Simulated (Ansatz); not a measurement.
Reactions of BrClH$_{2}$OSn, SMILES `[OH][SnH]([Cl])[Br]`.

Gas-phase electronic energies from Ansatz, PBE0-D4/def2-TZVP geometries. CBS: MP2 limit from def2 TZ/QZ plus the TZ coupled-cluster correction, frozen cores. DFT in def2-TZVPP. Elements past krypton have def2 core potentials. For Br, Mo, Sn outer-core shells are correlated without core-valence functions, which leaves a few kJ/mol of doubt a bond. Scalar relativity is left out up to krypton. One conformer a species, not always the lowest.

```json
{"reaction": "`[OH][SnH]([Cl])[Br]` + `[SiH2]1[SiH2]S1` → `[OH][SnH2][Br]` + `Cl[SiH]1[SiH2]S1`", "CCSD(T)/CBS(def2) (kJ/mol)": "2"}
{"reaction": "`[OH][SnH]([Cl])[Br]` + `FCCCS` → `[F][SnH]([Cl])[Br]` + `OCCCS`", "CCSD(T)/CBS(def2) (kJ/mol)": "?"}
{"reaction": "`[OH][SnH]([Cl])[Br]` + `[CH3][Mo]([NH2])(=[S])=[S]` → `[CH3][SnH]([OH])[Br]` + `[NH2][Mo](=[S])(=[S])[Cl]`", "CCSD(T)/CBS(def2) (kJ/mol)": "-40"}
{"reaction": "`[OH][SnH]([Cl])[Br]` + `CO/C=C/Cl` → `[OH][Sn]([Cl])([Cl])[Br]` + `C=COC`", "CCSD(T)/CBS(def2) (kJ/mol)": "-159"}
```

(1) Fill in the missing values. (Estimate.)

Largest T1 diagnostic: 0.025, for `[CH3][Mo]([NH2])(=[S])=[S]`.

Answers

(1) Computed: `[OH][SnH]([Cl])[Br]` + `FCCCS` → `[F][SnH]([Cl])[Br]` + `OCCCS`: -14.6 kJ/mol.
